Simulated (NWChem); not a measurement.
**Atomisation of C2H4FNOSi**

```
Si
F 1 1.6196
N 1 1.6948 2 105.37
H 3 1.0140 1 122.24 2 172.92
H 3 1.0145 4 112.98 1 -162.54
O 1 1.7529 2 107.67 3 -128.61
C 6 1.3767 1 86.71 2 -119.60
C 7 1.3543 6 111.29 1 0.34
H 8 1.0866 7 129.25 6 -179.55
H 7 1.0971 8 132.06 9 0.68
```
Charge 0, spin multiplicity 1.

All runs are NWChem calculations. The geometry was optimised at B3LYP/def2-SVP, a minimum by its harmonic frequencies. It is one conformer; others weren't searched.

Basis set: def2-SVP. The atomisation energy is electronic alone: no zero-point, thermal, spin-orbit or counterpoise terms. No value is extrapolated to the basis-set limit. Free atoms are single determinants with multiplicities N 4, Si 3, F 2, C 3, O 3, H 2.

B3LYP has NWChem's definition, with VWN1-RPA local correlation. The structure started from a generated list of species. The stability of the SCF solutions was not checked.

**Question.** One of these methods gave an atomisation energy of 1008.2 kcal/mol. Which?
A. B3LYP
B. BHandHLYP
C. BLYP
D. CAM-B3LYP

**Answer.** C, BLYP. The others give 1014.2 (CAM-B3LYP), 962.9 (BHandHLYP), 1003.1 (B3LYP).
